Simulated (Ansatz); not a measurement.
Diatomic NaTl, multiplicity 3 (an upper state: multiplicity 1 came lower at CCSD(T)/def2-TZVPP on PBE0 minima). No spin–orbit coupling.

Seven points along R, fitted to fifth degree in 1/R; most abundant isotopes. In def2 and cc sets the state is the lowest found near the PBE0 minimum, followed along R.

Correlated levels freeze the inner cores; with def2 sets outer-core shells near the valence are correlated too.

The values were computed with Ansatz (Gaussian basis) for Hartree–Fock, density functionals and correlated methods.  In def2 rows elements past Kr take small-core potentials, without spin–orbit coupling.

Energies at CCSD/def2-TZVPP:

```
R (Å)       E (hartree)
--------  -------------
2.904965  -333.86951819
2.983056  -333.87043205
3.054899  -333.87092269
3.136113  -333.87115308
3.217327  -333.87110898
3.311036  -333.87079894
3.420363  -333.87018238
```

With a reduced mass of 20.6713 u, find the minimum, the force constant and the constants.

A fifth-degree polynomial in 1/R puts the minimum at r_e = 3.1615 Å with force constant 16.7 N/m. Then ω_e = (1/2πc)√(k/μ) = 117 cm⁻¹ and B_e = h/(8π²cμr_e²) = 0.08159 cm⁻¹; the cubic and quartic terms give α_e = 0.00078 and ω_e x_e = 0.92 cm⁻¹.

Ansatz is a first-principles code.
